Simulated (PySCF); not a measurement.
# Frontier orbitals and the lowest excitations

Compound: C5H13NSi.
Z-matrix (Å and degrees, GFN2-xTB geometry), rows numbered from 1:
```
C 
C   1  1.3194
C   2  1.4949  1  124.72
C   3  1.5310  2  112.82  1   129.72
C   4  1.5305  3  112.83  2   -66.55
N   5  1.4393  4  112.25  3    67.39
Si  6  1.7124  5  125.02  4  -142.11
H   1  1.0777  2  121.75  3    -1.47
H   1  1.0764  2  122.05  3   179.04
H   2  1.0824  1  120.14  3  -178.30
H   3  1.0956  2  108.41  1  -110.60
H   3  1.0915  2  109.79  1     7.05
H   4  1.0925  3  109.05  2   172.86
H   4  1.0929  3  109.46  2    55.03
H   5  1.0916  4  109.44  3   -52.29
H   5  1.1018  4  108.65  3  -169.48
H   6  1.0081  5  111.97  4    60.52
H   7  1.4606  6  104.51  5   170.37
H   7  1.4751  6  114.71  5   -69.54
H   7  1.4628  6  106.68  5    50.00
```

Computed, not measured: PySCF 2.14.0, density-fitted response routines, TDDFT B3LYP/def2-SVPD, vertical, gas phase, core orbitals frozen in the response.

Frontier orbitals with the atoms that hold most of them (Löwdin shares over 4%, at most four atoms; ? is withheld):

```csv
orbital,ε (eV),atoms
LUMO+2,0.80,"Si7 30%, H20 10%, H19 8%, H18 7%"
LUMO+1,0.30,"C2 20%, Si7 20%, C1 15%, H19 5%"
LUMO,?,"Si7 13%, C1 13%, C2 12%, H17 7%"
HOMO,-6.06,?
HOMO-1,-7.30,?
HOMO-2,-8.98,"C4 14%, C3 13%, C2 12%, C1 9%"
HOMO-3,-9.23,"Si7 14%, C3 13%, C2 10%, H18 9%"
```

Problem. Which atoms hold the HOMO, and with what shares?

Solution. N6 (bonded to C, Si and H) 43%; C1 (bonded to C and 2 H) 13%; C2 (bonded to 2 C and H) 9%; C5 (bonded to C, N and 2 H) 7%. By element: nitrogen 43%, carbon 30% or more.

Problem. Which atoms hold the HOMO-1, and with what shares?

Solution. C1 (bonded to C and 2 H) 26%; C2 (bonded to 2 C and H) 26%; N6 (bonded to C, Si and H) 13%; Si7 (bonded to N and 3 H) 6%. By element: carbon 52% or more, nitrogen 13%, silicon 6%.

Problem. What is the LUMO energy, and the HOMO–LUMO gap?

Solution. ε(LUMO) = 0.15 eV; the gap is 6.20 eV (0.2280 hartree).

Problem. The HOMO–LUMO gap is 6.20 eV. Where does the response calculation put the lowest singlet, and from which orbitals?

Solution. S1 is at 5.29 eV (f = 0.017), 0.92 eV below the gap, made of HOMO→LUMO (73%), HOMO→LUMO+1 (24%). 

Problem. Give energy, strength and leading configuration of S1 and S2, and follow the Löwdin shares of the leading atoms from the occupied to the empty orbital.

Solution. 
- S1 (5.29 eV, f 0.017), HOMO→LUMO (73%): N6 43% → at most 8%, C1 13% → 13%, Si7 at most 8% → 13%
- S2 (5.61 eV, f 0.056), HOMO→LUMO+1 (72%): N6 43% → at most 6%, C1 13% → 15%, C2 9% → 20%, Si7 at most 8% → 20%

On one thread of an Arm Neoverse N1, shared host, this took 96 s and 0.96 GiB of memory at its peak.

One conformer stands for the species.
